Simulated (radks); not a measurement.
Numerical settings for neutral copper, [Ar] 3d10 4s1. Method: Dirac Kohn-Sham, PBE, spin-unpolarised, spherical densities, point nucleus; computed with a radial shooting solver on a logarithmic mesh with Libxc functionals. The defaults (mesh step 0.008 in ln r, mesh end at 40 bohr or more with all orbitals vanishing there, Anderson mixing 0.5 over 9 steps, residual threshold near 1e-9 with the energy settled to 1e-9 hartree or 1e-11 of itself, here a cap of 54 iterations) give E = -1654.9017 hartree and 4s1/2 at -4.610 eV in 18 iterations. Run on one thread of a shared host, so times are rough (Arm Neoverse N1): 0.17 s of CPU time, 0.17 s wall, 18 iterations on 2669 mesh points. Changes against that run (0 stands for a change within the tolerance of the run):

setting	iterations	converged	E (mhartree)	e(4s1/2) (meV)	CPU (s)
mesh step in ln r 0.12	2	no	diverged	-	0.02
mesh step in ln r 0.2	2	no	diverged	-	0.01
mesh step in ln r 0.08	4	no	diverged	-	0.01
mesh end (bohr) 5	17	yes	+58.1	+2.1e+03	0.14
mesh end (bohr) 12	18	yes	+0.021	+2.72	0.15
residual threshold 1e-13	25	yes	0	0	0.2
residual threshold 1e-05	13	yes	0	-0.0182	0.14
mixing 1	13	yes	0	0	0.14
linear mixing, mixing 0.5	54	no	+295	-342	0.59
linear mixing, mixing 0.8	54	no	+6.01e+04	+1.04e+03	1
mixing history 2	26	yes	0	0	0.2
iteration cap 8	8	no	+0.159	-60.8	0.08

Settings that end as converged yet miss the energy by more than 1 mhartree: mesh end (bohr) 5 (+0.0581 hartree). A mesh that ends early acts as a hard wall.
